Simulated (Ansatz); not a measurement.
Isolated molecules relaxed with PBE0-D4/def2-TZVP in Ansatz; ΔE leaves out vibrations. CCSD(T)/CBS adds triple-zeta CCSD(T) − MP2 to the extrapolated MP2 energy (def2 sets, frozen cores). This one scheme is used for every species, atoms too. DFT in def2-TZVPP. B3LYP here is the variant with VWN-RPA as its local correlation; programs differ in this. Open shells (•) are unrestricted, without spin–orbit coupling. Spin–orbit coupling would lower the free atoms: a little for B, C, F, O, Si. Each species was taken in one conformer, which may not be the lowest.

`BB(CF)[SiH2]O` → 2 B• + C• + F• + 7 H• + O• + Si•  (atomization)

Q: What is ΔE at CCSD(T)/CBS? (Estimate.)

A: The calculation gave: +4627.5 kJ/mol.

Q: What do these levels give: r2SCAN-D4, PBE0-D4, B3LYP-D4, ωB97M-V, PBE, r2SCAN, HF/def2-TZVPP, SCS-MP2/def2-TZVPP, HF/def2-QZVPP, SCS-MP2/def2-QZVPP, HF/CBS(def2), CCSD/CBS(def2)? (An estimate is asked.)

A: Computed: r2SCAN-D4 4678.2, PBE0-D4 4647.9, B3LYP-D4 4654.6, ωB97M-V 4660.8, PBE 4698.2, r2SCAN 4671.7, HF/def2-TZVPP 3481.3, SCS-MP2/def2-TZVPP 4568.5, HF/def2-QZVPP 3487.5, SCS-MP2/def2-QZVPP 4644.1, HF/CBS(def2) 3488.5, CCSD/CBS(def2) 4569.4 kJ/mol.

Largest T1 diagnostic among the species: 0.014.

From PBE to PBE0 (25 % exact exchange), in def2-TZVPP and without D4, ΔE moves by −72.0 kJ/mol: exact exchange takes away binding that semilocal exchange gives to molecules. In def2-TZVPP, CCSD(T) changes the Hartree–Fock value by +1030.4 kJ/mol (the triples alone add +58.1 kJ/mol) and MP2 by +1110.9 kJ/mol; breaking electron pairs costs correlation energy, which Hartree–Fock lacks. The D4 term adds +40.7 kJ/mol with B3LYP and +21.6 kJ/mol with PBE0; it sums over pairs of atoms, weighted by their polarisabilities, and B3LYP, whose exchange is more repulsive, gets the larger term.

For atomizations the MP2-based limit and the directly extrapolated one differ by several kJ/mol either way, and by 10 to 25 for some Ge, Se and Sn compounds, so smaller differences from it don't rank the levels.
